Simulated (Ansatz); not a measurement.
Redistribution: C3H5F + C3H3F3 → C3H6 + C3H2F4

Species: C3H5F `C/C=C/F`, singlet; C3H3F3 `CC(F)=C(F)F`, singlet; C3H6 (propene) `C=CC`, singlet; C3H2F4 `FCC(F)=C(F)F`, singlet. The partners trade F for H; both sit on C, so the bond types are kept.

Shapes, held fixed at every level: PBE0-D4/def2-TZVP. Flexible molecules stand in one conformer, not always the lowest. Programs: Ansatz 0.2.0. Electronic energies: no zero-point or thermal term.

```json
{"level": "r2SCAN-D4/def2-TZVPP", "kind": "meta-GGA", "ΔE (kJ/mol)": "+41.3", "less CCSD(T)/CBS estimate": "+4.7", "CPU time (sum over the molecules)": "51 s"}
{"level": "PBE0-D4/def2-TZVPP", "kind": "global hybrid", "ΔE (kJ/mol)": "+40.9", "less CCSD(T)/CBS estimate": "+4.3", "CPU time (sum over the molecules)": "34 s"}
{"level": "wB97M-V/def2-TZVPP", "kind": "range-separated hybrid", "ΔE (kJ/mol)": "+38.1", "less CCSD(T)/CBS estimate": "+1.5", "CPU time (sum over the molecules)": "1.8 min"}
{"level": "B2PLYP/def2-TZVPP", "kind": "double hybrid", "ΔE (kJ/mol)": "+37.6", "less CCSD(T)/CBS estimate": "+1.0", "CPU time (sum over the molecules)": "64 s"}
{"level": "MP2/def2-TZVPP", "kind": "perturbation theory", "ΔE (kJ/mol)": "+37.6", "less CCSD(T)/CBS estimate": "+1.0", "CPU time (sum over the molecules)": "–"}
{"level": "CCSD(T)/def2-TZVPP", "kind": "coupled cluster or CI", "ΔE (kJ/mol)": "+35.4", "less CCSD(T)/CBS estimate": "-1.2", "CPU time (sum over the molecules)": "28 min"}
{"level": "CCSD/def2-TZVPP", "kind": "coupled cluster or CI", "ΔE (kJ/mol)": "+34.4", "less CCSD(T)/CBS estimate": "-2.2", "CPU time (sum over the molecules)": "–"}
{"level": "CCSD(T)/CBS estimate", "kind": "coupled cluster or CI", "ΔE (kJ/mol)": "+36.6", "less CCSD(T)/CBS estimate": "0.0", "CPU time (sum over the molecules)": "32 min"}
```

The highest level, CCSD(T)/CBS estimate, gives ΔE = +36.6 kJ/mol; the levels span +34.4 to +41.3. The column of differences is taken from that level and isn't an error. No measured value is set beside it here. The CBS estimate extrapolates MP2 from def2-TZVPP and def2-QZVPP and adds CCSD(T) − MP2 in the triple-zeta set, cores frozen. Times are processor times on shared x86 and Arm servers, and rough.
